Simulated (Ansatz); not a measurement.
```yaml
crystal:
  periodic: [false, false, false]
  atoms:
    - {symbol: C, position_ang: [-1.439637, -0.973626, 3.055850]}
    - {symbol: O, position_ang: [-1.303273, -0.532208, 1.747940]}
    - {symbol: Zr, position_ang: [-0.588915, -0.394388, -0.030456]}
    - {symbol: C, position_ang: [-2.218813, -1.165509, -1.387442]}
    - {symbol: N, position_ang: [-0.565547, 1.604998, -0.456712]}
    - {symbol: C, position_ang: [-0.705101, 2.682632, 0.489787]}
    - {symbol: C, position_ang: [-0.333346, 2.084384, -1.795832]}
    - {symbol: C, position_ang: [0.745121, -2.622046, 0.080492]}
    - {symbol: C, position_ang: [0.703579, -2.249353, -1.279616]}
    - {symbol: C, position_ang: [1.422228, -1.047341, -1.419412]}
    - {symbol: C, position_ang: [1.899441, -0.643508, -0.143275]}
    - {symbol: Xx, position_ang: [2.867760, 0.890229, 0.239102]}
    - {symbol: C, position_ang: [1.470227, -1.640994, 0.776712]}
    - {symbol: H, position_ang: [-2.422078, -1.434552, 3.204641]}
    - {symbol: H, position_ang: [-1.346180, -0.136000, 3.756402]}
    - {symbol: H, position_ang: [-0.672053, -1.716217, 3.307346]}
    - {symbol: H, position_ang: [-2.445935, -2.228588, -1.255297]}
    - {symbol: H, position_ang: [-3.130136, -0.599694, -1.155119]}
    - {symbol: H, position_ang: [-2.000667, -1.008579, -2.450387]}
    - {symbol: H, position_ang: [-1.543827, 3.342532, 0.223496]}
    - {symbol: H, position_ang: [0.199779, 3.307866, 0.534289]}
    - {symbol: H, position_ang: [-0.893326, 2.293558, 1.492990]}
    - {symbol: H, position_ang: [-0.234839, 1.253151, -2.501412]}
    - {symbol: H, position_ang: [0.580686, 2.693171, -1.866719]}
    - {symbol: H, position_ang: [-1.171353, 2.702973, -2.148487]}
    - {symbol: H, position_ang: [0.268732, -3.489485, 0.515428]}
    - {symbol: H, position_ang: [0.208669, -2.790613, -2.071665]}
    - {symbol: H, position_ang: [1.570417, -0.503838, -2.342685]}
    - {symbol: H, position_ang: [4.309543, 0.579076, 0.441949]}
    - {symbol: H, position_ang: [2.363686, 1.525807, 1.486193]}
    - {symbol: H, position_ang: [2.750125, 1.847338, -0.890441]}
    - {symbol: H, position_ang: [1.655051, -1.631177, 1.842348]}
basis:
  gaussian: {orbitals: STO-3G, point_charges: [{charge: -1.00, position_ang: [6.865, 0.237, -0.221]}]}
hamiltonian: {xc: {name: revPBE}, dispersion: d3bj, pseudopotentials: {relativity: none}}
scf: {lower_state_search: light}
output: {forces: true}
```

```sh
$ ansatz run in.yaml --threads 10 --pin off --events-out ev --progress --plain --max-ram 110592MiB --backend cpu
```

Shortened log:

```
Error: YAML parse error: error: line 15 column 16: `Xx` is not an element symbol (H … Og, case-exact)
13 |     - {symbol: C, position_ang: [1.422228, -1.047341, -1.419412]}
14 |     - {symbol: C, position_ang: [1.899441, -0.643508, -0.143275]}
15 |     - {symbol: Xx, position_ang: [2.867760, 0.890229, 0.239102]}
16 |     - {symbol: C, position_ang: [1.470227, -1.640994, 0.776712]}
17 |     - {symbol: H, position_ang: [-2.422078, -1.434552, 3.204641]}
```

In this input an element symbol is wrong. The input was rejected before any iteration.
